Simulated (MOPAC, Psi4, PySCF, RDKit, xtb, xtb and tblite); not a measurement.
Relaxed torsion scan: SMILES COC(C)=O (C3H6O2). Scanned: dihedral C1–O2–C3–O5; all other coordinates were relaxed at B3LYP-D3(BJ)/def2-SVP. Points at φ and −φ are mirror images.

Geometry of the scan point at 90° (Å):
```
11

C     -1.8831     0.1121    -0.0074
O     -0.5998     0.1875     0.5901
C      0.4679    -0.2106    -0.1803
C      0.8336    -1.6579     0.0335
O      1.0621     0.5595    -0.8793
H     -2.1576    -0.9298    -0.2587
H     -1.9357     0.7273    -0.9225
H     -2.6054     0.4983     0.7238
H      1.0629    -1.8174     1.0988
H      1.6958    -1.9340    -0.5854
H     -0.0252    -2.3054    -0.2065
```

Levels of theory: GFN2-xTB, on its own relaxed geometries (the stored frames are those of B3LYP-D3(BJ)/def2-SVP) (xtb and tblite); MMFF94 // B3LYP-D3(BJ)/def2-SVP (RDKit); PBE0/def2-TZVP // B3LYP-D3(BJ)/def2-SVP (Psi4); PBE0-D3(BJ)/def2-TZVP // B3LYP-D3(BJ)/def2-SVP (Psi4); PBE/def2-TZVP // B3LYP-D3(BJ)/def2-SVP (Psi4); PBE-D3(BJ)/def2-TZVP // B3LYP-D3(BJ)/def2-SVP (Psi4); M06-2X/def2-TZVP // B3LYP-D3(BJ)/def2-SVP (Psi4); MP2/cc-pVTZ = DF-MP2 (frozen core)/cc-pVTZ // B3LYP-D3(BJ)/def2-SVP (Psi4); HF/cc-pVTZ // B3LYP-D3(BJ)/def2-SVP (Psi4); UFF // B3LYP-D3(BJ)/def2-SVP (RDKit); PM6, restricted, heats of formation // B3LYP-D3(BJ)/def2-SVP (MOPAC); PM3, restricted, heats of formation // B3LYP-D3(BJ)/def2-SVP (MOPAC); GFN1-xTB // B3LYP-D3(BJ)/def2-SVP (xtb); RKS-B3LYP/6-31G* = restricted B3LYP/6-31G*, spherical d // B3LYP-D3(BJ)/def2-SVP (PySCF 2.14.0); RKS-B3LYP/6-311+G** = restricted B3LYP/6-311+G**, spherical d, density fitting // B3LYP-D3(BJ)/def2-SVP (PySCF 2.14.0); RHF/3-21G = PySCF 2.14.0 with restricted Hartree-Fock/3-21G // B3LYP-D3(BJ)/def2-SVP; RKS-B3LYP/3-21G = PySCF 2.14.0 with restricted B3LYP/3-21G // B3LYP-D3(BJ)/def2-SVP.

Least-squares fit of E(φ) = a0 + Σ (a_n cos nφ + b_n sin nφ), n = 1 to 4, to the 12 scan points, in kcal/mol above the lowest point of each profile (levels whose profile four harmonics don't fit are not listed):

| method | a0 | a1 | b1 | a2 | b2 | a3 | b3 | a4 | b4 | rms of fit |
|---|---|---|---|---|---|---|---|---|---|---|
| GFN2-xTB | 8.35 | -3.10 | 0.00 | -5.51 | 0.00 | 0.04 | 0.00 | 0.22 | 0.00 | 0.01 |
| MMFF94 | 8.78 | -3.58 | 0.00 | -4.77 | 0.00 | -0.65 | 0.00 | 0.15 | 0.00 | 0.04 |
| PBE0/def2-TZVP | 8.30 | -3.31 | 0.00 | -4.80 | 0.00 | -0.20 | 0.00 | 0.04 | 0.00 | 0.05 |
| PBE0-D3(BJ)/def2-TZVP | 8.18 | -3.18 | 0.00 | -4.80 | 0.00 | -0.21 | 0.00 | 0.04 | 0.00 | 0.05 |
| PBE/def2-TZVP | 8.29 | -3.14 | 0.00 | -5.02 | 0.00 | -0.15 | 0.00 | 0.07 | 0.00 | 0.05 |
| PBE-D3(BJ)/def2-TZVP | 8.16 | -2.99 | 0.00 | -5.03 | 0.00 | -0.17 | 0.00 | 0.07 | 0.00 | 0.05 |
| M06-2X/def2-TZVP | 8.15 | -3.27 | 0.00 | -4.63 | 0.00 | -0.27 | 0.00 | 0.03 | 0.00 | 0.06 |
| MP2/cc-pVTZ | 8.58 | -3.52 | 0.00 | -4.80 | 0.00 | -0.25 | 0.00 | 0.00 | 0.00 | 0.07 |
| HF/cc-pVTZ | 8.10 | -3.99 | 0.00 | -3.91 | 0.00 | -0.24 | 0.00 | 0.00 | 0.00 | 0.06 |
| UFF | 4.60 | 1.69 | 0.00 | -3.23 | 0.00 | -0.12 | 0.00 | 0.33 | 0.00 | 0.10 |
| PM6 | 6.90 | -3.29 | 0.00 | -3.86 | 0.00 | 0.09 | 0.00 | 0.15 | 0.00 | 0.00 |
| PM3 | 4.25 | -1.89 | 0.00 | -2.38 | 0.00 | 0.02 | 0.00 | -0.04 | 0.00 | 0.05 |
| GFN1-xTB | 8.30 | -3.73 | 0.00 | -4.67 | 0.00 | 0.03 | 0.00 | 0.11 | 0.00 | 0.02 |
| RKS-B3LYP/6-31G* | 8.45 | -3.57 | 0.00 | -4.70 | 0.00 | -0.19 | 0.00 | 0.03 | 0.00 | 0.05 |
| RKS-B3LYP/6-311+G** | 8.44 | -3.71 | 0.00 | -4.59 | 0.00 | -0.19 | 0.00 | 0.06 | 0.00 | 0.05 |
| RHF/3-21G | 7.89 | -4.21 | 0.00 | -3.47 | 0.00 | -0.28 | 0.00 | 0.01 | 0.00 | 0.05 |
| RKS-B3LYP/3-21G | 8.06 | -3.58 | 0.00 | -4.35 | 0.00 | -0.17 | 0.00 | 0.05 | 0.00 | 0.04 |
